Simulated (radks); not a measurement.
Species: Xe V. Configuration: [Kr] 4d10 5s2 5p2.

All-electron calculation, Dirac Kohn-Sham, BLYP, spin-unpolarised, spherical densities, point nucleus; open shells fill j = l - 1/2 first. Program: a radial shooting solver on a logarithmic mesh with Libxc functionals.

Energy parts (eV):
total: -202645.372
kinetic: 215323.387
electron-nucleus: -490432.713
Hartree: 77537.334
exchange-correlation: -5073.380

Orbitals (lengths in bohr, moments of r in powers of bohr; r(90%) holds 90 % of the orbital's charge):
orbital  occ.  eigenvalue (eV)  r(90%)  small-component weight
1s1/2       2        -34399.66  0.0480                3.96e-02
2s1/2       2        -5391.429   0.177                8.50e-03
2p1/2       2        -5068.456   0.158                8.53e-03
2p3/2       4        -4743.650   0.166                8.09e-03
3s1/2       2        -1139.718   0.450                2.54e-03
3p1/2       2        -1005.476   0.445                2.48e-03
3p3/2       4        -943.7913   0.462                2.36e-03
3d3/2       4        -707.4925   0.438                2.24e-03
3d5/2       6        -694.4525   0.443                2.20e-03
4s1/2       2        -243.3687    1.03                7.41e-04
4p1/2       2        -195.8082    1.09                6.78e-04
4p3/2       4        -183.4384    1.13                6.39e-04
4d3/2       4        -106.4088    1.31                5.00e-04
4d5/2       6        -104.3964    1.33                4.90e-04
5s1/2       2         -61.3803    2.44                1.62e-04
5p1/2       2         -48.7980    2.74                1.32e-04
5p3/2       0         -46.9276    2.83                1.25e-04

The highest occupied level is 5p1/2 at -48.798 eV. For comparison, the ionisation energy in NIST's Atomic Spectra Database is 54.1 eV (semi-empirical). In exact Kohn-Sham theory the highest level is minus the ionisation energy, but local and semilocal functionals leave it too shallow, through self-interaction and a potential that decays too fast; potentials with the right tail come closer. The density falls to 0.001 e/bohr^3 at r = 3.41 bohr. Summed over all electrons, <r^2> = 30.55 bohr^2, which gives a Langevin (diamagnetic) susceptibility term of -24.2 x 10^-6 cm^3/mol.

Beside tabulated values, note that spin-unpolarised runs miss the spin-polarisation part of the exchange energy of open shells.
